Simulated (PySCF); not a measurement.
## Pauling's electronegativity from computed bond energies: partners of Cl

PBE in PySCF with def2-SVPD on every atom (core potentials on Rb, Cs), for the lowest determinant that a PBE0 search found; no spin–orbit coupling. De of Cl2 is 2.52 eV.

| B | De(B₂) (eV) | De(ClB) (eV) |
| --- | --- | --- |
| Rb | 0.53 | 4.26 |
| Na | 0.80 | 4.19 |
| Cs | 0.48 | 4.40 |

**Question.** With Δ = De(ClB) − [De(Cl₂) + De(B₂)]/2, give Δ and the electronegativity difference √(Δ/eV).

**Answer.** 

```json
{"B": "Rb", "Δ (eV)": "2.73", "√Δ": "1.65"}
{"B": "Na", "Δ (eV)": "2.53", "√Δ": "1.59"}
{"B": "Cs", "Δ (eV)": "2.90", "√Δ": "1.70"}
```

The rule was made for single bonds and measured bond energies; here it is fed with computed well depths. With the arithmetic mean Δ turns negative when the two homonuclear bonds differ much, as for alkali hydrides.

Closed-shell solutions of metal pairs were not tested for spin polarisation, which can lower them a little. Weak bonds: Cs2. Basis-set superposition, not corrected here, can be much of De in a small basis, most of all at correlated wavefunction levels. Functionals without a dispersion term scatter widely for such bonds, and LDA overbinds them. Spin–orbit coupling is left out, which matters for elements this heavy, above all for dissociation energies.
